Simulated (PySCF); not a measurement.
Zr(OH)2 (H₂O₂Zr), SMILES [OH][Zr][OH] (connectivity only; charge and spin as stated), neutral, multiplicity 3.

Geometry optimised at PBE0-D3(BJ)/def2-TZVP. The spin state was assumed, not searched. The def2 effective core potentials stand for the cores of Zr; spin–orbit coupling is left out. Other conformers were not sampled.

Level of theory: TDA-PBE/def2-SVPD (PySCF).

Vertical excitations. The molecule is in vacuum.

```csv
state,energy (eV),λ (nm),f,main pairs
root 1,0.33,3743,0.000,α HOMO→LUMO 100 %
root 2,1.12,1107,0.004,α HOMO−1→LUMO 100 %
root 3,2.20,563,0.000,α HOMO→LUMO+1 99 %
root 4,2.34,531,0.000,α HOMO→LUMO+2 99 %
root 5,2.64,470,0.013,α HOMO→LUMO+3 96 %
root 6,2.64,469,0.006,α HOMO→LUMO+4 97 %
root 7,2.66,466,0.000,α HOMO−1→LUMO+1 99 %
root 8,2.87,432,0.018,α HOMO−1→LUMO+2 99 %
root 9,2.94,422,0.002,α HOMO→LUMO+5 99 %
root 10,3.15,394,0.000,α HOMO→LUMO+6 100 %
```
Unrestricted roots are not spin-pure.
